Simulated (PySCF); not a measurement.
**Does the structure fit the spectrum?**

A compound C₇H₈O₃ gives the data below (simulated from a calculation) and was assigned the structure `C[C@@H](O)c1ccc(=O)oc1`.

$^{13}$C{$^{1}$H} NMR (computed): δ 165.2 (C), 161.9 (C), 150.7 (C), 129.0 (CH), 116.1 (CH), 53.2 (CH3), 16.8 (CH3).

$^{1}$H NMR (300 MHz, computed): δ 7.55 (m, 1H), 6.41 (m, 1H), 4.01 (s, 3H), 2.46 (s, 3H).

One conformer, isolated molecule, equivalent nuclei averaged, no relativistic terms. Coordinates at the GFN2-xTB level; GIAO PBE0/pcSseg-1 shieldings; PySCF 2.14.0 with density-fitted response routines.

Scale: $^{1}$H (σ = 31.72 ppm) and $^{13}$C (σ = 186.93 ppm) vs TMS (reference shieldings calculated alike).

Problem. Compare with the shifts computed for the proposed structure, pairing carbons in order of shift.

Solution. Atom-mapped SMILES (the numbers label the heavy atoms): `[CH3:1][C@@H:2]([OH:3])[c:4]1[cH:5][cH:6][c:7](=[O:8])[o:9][cH:10]1`; H(Xn) means a hydrogen on atom n.

| atom | computed for proposal | given list | difference |
| --- | --- | --- | --- |
| C7 | 163.9 | 165.2 | -1.3 |
| C10 | 155.6 | 161.9 | -6.3 |
| C5 | 148.1 | 150.7 | -2.6 |
| C4 | 129.7 | 129.0 | +0.7 |
| C6 | 124.0 | 116.1 | +7.9 |
| C2 | 70.6 | 53.2 | +17.4 |
| C1 | 27.9 | 16.8 | +11.1 |

The rms difference is 8.8 ppm and the largest +17.4 ppm at C2 (sp3 CH bonded to O, on an unsaturated ring). The carbon types in order of shift don't match either: C, CH, CH, C, CH, CH, CH3 for the proposal against C, C, C, CH, CH, CH3, CH3 in the data. The proposal doesn't fit.

Problem. Which isomer fits?

Solution. SMILES COC(=O)C1=CC=C(C)O1.

Carbon types of the structure: 3 × C, 2 × CH, 2 × CH3, which accounts for all hydrogens. δC 165.2: ester carbonyl carbon; lone-pair donation from the attached heteroatom keeps it upfield of a ketone carbonyl. δC 161.9, 150.7: substituted aromatic carbon next to the ring oxygen. δC 129.0, 116.1: aromatic CH. δH 4.01: hydrogen on a methyl carbon bonded to O; its carbon carries O, an electronegative neighbour.

Other isomers checked: CCc1ccc(C(=O)O)o1 (rms 10.8 ppm); CO/C=C/C1=CCOC1=O (rms 19.9 ppm).

The shifts were computed for this structure.

Shifts are as computed. Against solution values, carbons near 30 ppm lie about +3 ppm off and those near 130 ppm about +5 ppm. Of 1211 compounds with measured shifts, 218 miss one by over three times the rms of a fit or turn the order of signals round; such compounds aren't used in these exercises. Multiplicities follow the n + 1 count of equivalent neighbours, as no J values were calculated; m marks all less simple cases, F and P coupling included.
